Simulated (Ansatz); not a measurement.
Cost and result for the atomization energy of `BN(C)C=C` (13 atoms, 12 bonds).

```xyz
13

B     1.816   -0.521    0.157
N     0.460   -0.213    0.008
C    -0.490   -1.152   -0.551
C    -0.046    1.028    0.395
C    -1.311    1.429    0.301
H     2.542    0.304    0.627
H     2.206   -1.597   -0.188
H    -0.957   -0.741   -1.451
H    -1.282   -1.378    0.169
H     0.030   -2.072   -0.809
H     0.713    1.684    0.805
H    -2.102    0.809   -0.101
H    -1.579    2.420    0.637
```

Charge 0, multiplicity 1. The geometry is a stationary point of PBE0-D4/def2-TZVP. It is one conformer, not always the lowest. Program: Ansatz. All runs use 4 threads of a server CPU on a shared host. Times are those of one run each, without the atoms' runs, and a repeat can differ threefold. Electronic energies, without spin–orbit coupling; frozen cores. CCSD(T)/CBS adds CCSD(T) − MP2 in def2-TZVPP to the MP2 limit, and its time is that of the two runs behind it. T1 = 0.013. B3LYP takes the VWN-RPA correlation (the form of Gaussian; ORCA's B3LYP/G).

CCSD(T)/CBS is a level of theory with its own doubt, some kJ/mol a heavy atom from the limit and from the frozen cores, so smaller differences don't rank the functionals.

```
                             level  functions  wall time  atomization (kJ/mol)  difference from CCSD(T)/CBS  per bond
              revPBE-D4/def2-TZVPP        267      1.8 s                5164.5                         19.8       1.7
   PBE-D4/def2-TZVPP (with forces)        267      2.2 s                5283.4                        138.7      11.6
                PBE0-D4/def2-TZVPP        267      2.2 s                5199.6                         54.9       4.6
               BHLYP-D4/def2-TZVPP        267      2.3 s                5053.5                        -91.2      -7.6
r2SCAN-D4/def2-TZVPP (with forces)        267      3.3 s                5173.2                         28.5       2.4
 B3LYP-D4/def2-TZVPP (with forces)        267      3.7 s                5191.0                         46.3       3.9
                  CCSD(T)/def2-SVP        110      4.2 s                4939.9                       -204.8     -17.1
                 B2PLYP/def2-TZVPP        267      4.5 s                5127.7                        -17.0      -1.4
                ωB97X-V/def2-TZVPP        267      4.8 s                5166.3                         21.6       1.8
  ωB97M-V/def2-TZVPP (with forces)        267      7.5 s                5180.4                         35.7       3.0
                    MP2/def2-QZVPP        525       21 s                5163.5                         18.8       1.6
                CCSD(T)/def2-TZVPP        267      110 s                5027.0                       -117.7      -9.8
                 CCSD(T)/CBS(def2)          –    2.2 min                5144.7                          0.0       0.0
```

From r2SCAN to r2SCAN0 (25 % exact exchange), in def2-TZVPP and without D4, the atomization energy moves by −63.6 kJ/mol: exact exchange takes away binding that semilocal exchange gives to molecules. The D4 term adds +37.7 kJ/mol with B3LYP and +19.8 kJ/mol with PBE0; it sums over pairs of atoms, weighted by their polarisabilities, and B3LYP, whose exchange is more repulsive, gets the larger term. At CCSD(T), def2-SVP lies −204.8 kJ/mol from the extrapolated value and def2-TZVPP −117.7 kJ/mol: correlation converges slowly with the basis, and small sets miss more of it in the bonded molecule than in its fragments.
